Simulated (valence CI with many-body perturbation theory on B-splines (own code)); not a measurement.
Sensitivity of CI+MBPT for Hg L

Calculated by valence CI with perturbative core correlation (CI+MBPT): three valence electrons over a frozen Dirac-Fock core [Ar] 3d10, a basis of 6 s, 6 p, 5 d, 3 f, 1 g functions for each j, with the one-electron correlation potential Σ1, the two-electron term Σ2, the three-electron term Σ3, Breit, model QED; selected CI, second order for the rest, scaled by the run's own slope (own B-spline code, finite nucleus).

No measured spectrum was set against this ion. As an estimate, large intervals hold to a few tenths of a per cent, small ones and those within an open d or f shell to about a per cent.

The reference run has the lowest level (4s^2 4p1/2) J=1/2 and an ionisation energy of 2816.22 eV. Its largest variational space holds 2753 state functions.

Levels are named by their leading jj configuration (3d3/2^4 stands for four electrons in 3d with j = 3/2), which in mixed levels can hold well under half, so a name can repeat and another be missing. Letters in brackets count levels of one name in rising energy.

```
                     Level  Reference (cm⁻¹)  Shift (cm⁻¹)
        (4s 4p1/2^2) J=1/2            908279         +1112
        (4s^2 4p3/2) J=3/2           1201250         -2589
(4s 4p1/2 4p3/2) J=3/2 [a]           1986360         -1435
    (4s 4p1/2 4p3/2) J=5/2           2063630         -1453
(4s 4p1/2 4p3/2) J=3/2 [b]           2170810         -1435
    (4s 4p1/2 4p3/2) J=1/2           2190110         -1471
        (4s^2 4d3/2) J=3/2           2676050          -366
        (4s^2 4d5/2) J=5/2           2908110         -1448
     (4p1/2^2 4p3/2) J=3/2           3077240          -304
        (4s 4p3/2^2) J=5/2           3248690         -3898
        (4s 4p3/2^2) J=1/2           3390160         -4053
(4s 4p1/2 4d3/2) J=3/2 [a]           3390600          +867
```

The ionisation energy moves by -2.00 eV.

Question: Which of these changes was made?
A. scale of Σ1 1 → 0
B. three-electron term on → off
C. correlating orbitals by l 3 3 3 2 1 → 4 4 3 0 0; Davidson tolerance 2e-05 → 0.0003

Answer: A. scale of Σ1 1 → 0.
